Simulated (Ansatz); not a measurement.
Input file for Ansatz (a quantum-chemistry and plane-wave program): U-BHLYP/def2-TZVPP on InB, 2S+1 = 3, a spin state set in the input, which need not be the lowest, a point of a bond scan (R = 2.220 Å). Elements past Kr take the def2 small-core potentials; no spin–orbit coupling.

Ansatz 0.2 input:
```yaml
crystal:
  periodic: [false, false, false]
  atoms:
    - {symbol: B, position_ang: [0.00000000, 0.00000000, 0.00000000]}
    - {symbol: In, position_ang: [0.00000000, 0.00000000, 2.21991900]}
basis:
  gaussian:
    orbitals: def2-TZVPP
    pivot_positions_ang: [[0.00000000, 0.00000000, 0.00000000], [0.00000000, 0.00000000, 2.21991900]]
hamiltonian:
  xc: {name: BHLYP}
magnetization: {spin_polarized: true, initial_magnetization: 2}
output: {forces: true, orbitals: {seedname: ./end}}
```

Task: Predict the final total energy.

Result: -214.7415 hartree.

Task: How many basis functions does it have, and what does it roughly cost on one machine?

Result: 81 functions; around 11 core-seconds (rough).
